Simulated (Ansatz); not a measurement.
System: C$_{2}$H$_{6}$ClSi, net charge 0, doublet state. It need not be the lowest isomer of its formula. 
Structure (B3LYP-D3(BJ)/def2-TZVP (Ansatz, a quantum-chemistry and plane-wave program) minimum search):
```xyz
10

Si    -0.0053     0.1952    -0.5747
Cl     0.0832     0.7695     1.4328
C     -1.6214    -0.7222    -0.8418
C      1.4814    -0.8952    -0.9292
H     -2.4776    -0.0928    -0.5995
H     -1.7076    -1.0403    -1.8829
H     -1.6544    -1.6099    -0.2033
H      1.4733    -1.2175    -1.9725
H      1.4514    -1.7830    -0.2907
H      2.4144    -0.3654    -0.7372
```
Charge 0, spin multiplicity 2.

Computed values are from Ansatz. Correlated levels leave the core frozen unless marked. UHF or UKS for open shells. No spin-orbit coupling. Non-relativistic. CBS(X,Y): correlation extrapolated as X^-3; Hartree-Fock from the larger set. The bracket is a focal-point correction in the basis named.

The atomisation energy De is 854.4 kcal/mol at RI-MP2/CBS(cc-pV(T+d)Z,cc-pV(Q+d)Z)+[CCSD(T)-MP2]/cc-pV(T+d)Z and the total energy is -828.5921 Eh at RI-MP2/CBS(cc-pV(T+d)Z,cc-pV(Q+d)Z)+[CCSD(T)-MP2]/cc-pV(T+d)Z. The dipole moment comes out as 2.12 D at CCSD(T)/aug-cc-pV(D+d)Z. The T1 diagnostic is 0.011 at CCSD/cc-pV(T+d)Z.
